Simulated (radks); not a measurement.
The numbers below are computed, except where a source is named.
Spherical quantum dot in the effective-mass picture: electrons in a parabolic well V = omega^2 r^2 / 2 with omega = 4.36, all in effective atomic units (hartree* = m*/eps^2 hartree, bohr* = eps/m* bohr), one dielectric constant everywhere. Level of theory: non-relativistic Kohn-Sham, LDA (Slater exchange, Perdew-Wang correlation), spin-polarised, spherical densities (a radial shooting solver with Libxc functionals). Levels are named by radial order and angular momentum (1s, 1p, 1d, 2s, ...), and open shells are averaged over m.

N = 21, configuration 1s2 1p6 1d10 2s2 1f(up 1, down 0). This is the lowest configuration that the search found. Occupied and some empty levels:

level,occupation,eigenvalue (hartree*),<r> (bohr*)
1s up,1,28.284,0.6834
1s down,1,28.300,0.6821
1p up,3,31.034,0.8764
1p down,3,31.061,0.8755
1d up,5,34.001,1.019
1d down,5,34.034,1.019
2s up,1,34.377,0.9165
2s down,1,34.402,0.9169
1f up,1,37.157,1.136
1f down,0,37.192,1.135
2p up,0,37.712,1.040
2p down,0,37.736,1.040
1g up,0,40.473,1.236
1g down,0,40.509,1.236
2d up,0,41.146,1.153
2d down,0,41.171,1.153

Energy (hartree*): total 486.129, kinetic 101.29, external 196.16, Hartree 209.41, exchange-correlation -20.739.
